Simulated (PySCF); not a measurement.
3-chloro-1H-silole (C4H5ClSi), SMILES C1=C(Cl)C=C[SiH2]1.

Geometry: r2SCAN-D4/def2-SVP.

Level of theory: PySCF with TDA-B3LYP/def2-SVPD.

Vertical excitations.  State labels are in the subgroup Cs.

```json
[
 {"state": "S1", "symmetry": "A'", "energy (eV)": "4.51", "λ (nm)": "275", "f": "0.061", "main pairs": "HOMO→LUMO 93 %"},
 {"state": "S2", "symmetry": "A\"", "energy (eV)": "5.46", "λ (nm)": "227", "f": "0.001", "main pairs": "HOMO−2→LUMO 96 %"},
 {"state": "S3", "symmetry": "A'", "energy (eV)": "5.76", "λ (nm)": "215", "f": "0.119", "main pairs": "HOMO−1→LUMO 80 %, HOMO→LUMO+3 17 %"},
 {"state": "S4", "symmetry": "A\"", "energy (eV)": "5.86", "λ (nm)": "212", "f": "0.003", "main pairs": "HOMO→LUMO+1 96 %"},
 {"state": "S5", "symmetry": "A\"", "energy (eV)": "5.91", "λ (nm)": "210", "f": "0.005", "main pairs": "HOMO−3→LUMO 90 %"},
 {"state": "S6", "symmetry": "A\"", "energy (eV)": "6.20", "λ (nm)": "200", "f": "0.000", "main pairs": "HOMO→LUMO+2 96 %"},
 {"state": "S7", "symmetry": "A\"", "energy (eV)": "6.33", "λ (nm)": "196", "f": "0.004", "main pairs": "HOMO−4→LUMO 90 %"},
 {"state": "S8", "symmetry": "A\"", "energy (eV)": "6.51", "λ (nm)": "190", "f": "0.005", "main pairs": "HOMO→LUMO+4 95 %"},
 {"state": "S9", "symmetry": "A'", "energy (eV)": "6.95", "λ (nm)": "179", "f": "0.093", "main pairs": "HOMO−5→LUMO 48 %, HOMO→LUMO+3 34 %, HOMO−6→LUMO 9 %"},
 {"state": "S10", "symmetry": "A\"", "energy (eV)": "7.00", "λ (nm)": "177", "f": "0.000", "main pairs": "HOMO→LUMO+5 97 %"},
 {"state": "T1", "symmetry": "A'", "energy (eV)": "2.66", "λ (nm)": "466", "f": "0", "main pairs": "HOMO→LUMO 96 %"},
 {"state": "T2", "symmetry": "A'", "energy (eV)": "4.39", "λ (nm)": "282", "f": "0", "main pairs": "HOMO−1→LUMO 75 %, HOMO→LUMO+3 17 %"},
 {"state": "T3", "symmetry": "A\"", "energy (eV)": "5.21", "λ (nm)": "238", "f": "0", "main pairs": "HOMO−2→LUMO 73 %, HOMO−3→LUMO 21 %"},
 {"state": "T4", "symmetry": "A\"", "energy (eV)": "5.46", "λ (nm)": "227", "f": "0", "main pairs": "HOMO−3→LUMO 77 %, HOMO−2→LUMO 19 %"}
]
```
Triplets are in the Tamm–Dancoff approximation.
